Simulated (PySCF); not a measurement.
C6H10FO (doublet state).
Z-matrix (Å and degrees, GFN2-xTB geometry), rows numbered from 1:
```
C 
C   1  1.3665
C   2  1.3870  1  126.59
C   3  1.4852  2  122.01  1  -179.75
C   3  1.4975  2  120.63  1     0.18
O   5  1.4235  3  110.57  2  -177.40
C   6  1.3585  5  114.29  3  -177.10
F   7  1.3814  6  111.64  5   -67.73
H   1  1.0746  2  122.27  3     0.47
H   1  1.0741  2  120.90  3   179.90
H   2  1.0832  1  117.40  3   179.93
H   4  1.0910  3  110.28  2  -120.35
H   4  1.0865  3  111.18  2     1.11
H   4  1.0903  3  110.16  2   122.53
H   5  1.1012  3  110.05  2   -56.36
H   5  1.1047  3  110.31  2    61.82
H   7  1.0953  6  108.01  5   175.19
H   7  1.1051  6  113.46  5    51.02
```

The hyperfine couplings belong to this conformer and change with its torsions.

Identity: `C=C[C](C)COCF` [radical].

Computed, not measured: PySCF 2.14.0, UKS B3LYP, pcH-1 on C F H O, non-relativistic, mean-field spin-orbit, GIAO. Geometry: GFN2-xTB, one conformer, isolated molecule. Couplings are sensitive to structure, and on GFN2-xTB geometries they can be far from those on DFT ones. Stability of the SCF solution: not tested. ⟨S²⟩ is 0.774 where a pure state has 0.75.

The Mulliken spin populations are largest on C3 (+0.65), C1 (+0.64) and C2 (-0.25). The positive populations add up to 1.42 and the negative ones to -0.42, together 2S = 1. The angles at C3 add up to 360.0°, so it is planar.

Q: McConnell's relation a(H) = Q·ρ ties the coupling of a proton on a planar π carbon to the spin population of that carbon. What Q do the computed values give?

A: 
| H | C | ρ(C) | a(H) (G) | a/ρ (G) |
| --- | --- | --- | --- | --- |
| H9 | C1 | +0.638 | -13.25 | -20.8 |
| H10 | C1 | +0.638 | -13.83 | -21.7 |
| H11 | C2 | -0.254 | +3.97 | -15.6 |

A least-squares line through the origin gives Q = -20.8 G with Mulliken populations. In every row coupling and population have opposite signs. Where ρ is negative the coupling is positive.

Q: List the C–H protons on four-coordinate carbons next to a three-coordinate spin centre, with their couplings and θ (C–H bond against the normal to the plane of the centre's neighbours, projected along the bond that joins the two).

A: 
```json
{"β H": "H12", "on": "C4", "centre": "C3", "θ (°)": "30", "cos²θ": "0.75", "a (G)": "+28.60"}
{"β H": "H13", "on": "C4", "centre": "C3", "θ (°)": "89", "cos²θ": "0.00", "a (G)": "+0.61"}
{"β H": "H14", "on": "C4", "centre": "C3", "θ (°)": "33", "cos²θ": "0.71", "a (G)": "+27.38"}
{"β H": "H15", "on": "C5", "centre": "C3", "θ (°)": "34", "cos²θ": "0.69", "a (G)": "+20.51"}
{"β H": "H16", "on": "C5", "centre": "C3", "θ (°)": "28", "cos²θ": "0.78", "a (G)": "+21.57"}
```

Fitting the Heller–McConnell form a = ρ(B0 + B2 cos²θ), with Mulliken ρ = 0.65, gives B0 = 1.2 G and B2 = 50.2 G, with a largest miss of 4.4 G.

Q: What would the freely rotating methyl group on C4 show?

A: Three equal couplings, a 1:3:3:1 quartet. The mean of the three values of this geometry estimates the splitting: 18.9 G, or 52.9 MHz (three bonds 120° apart have a mean cos²θ of 1/2 at any torsion).

Couplings in gauss use g_iso = 2.0026.

The run took 85 s of wall time (with the writing of density and orbital grids) on one thread of an Arm Neoverse V1, no GPU, shared host, and the process peaked at 0.97 GiB of memory.
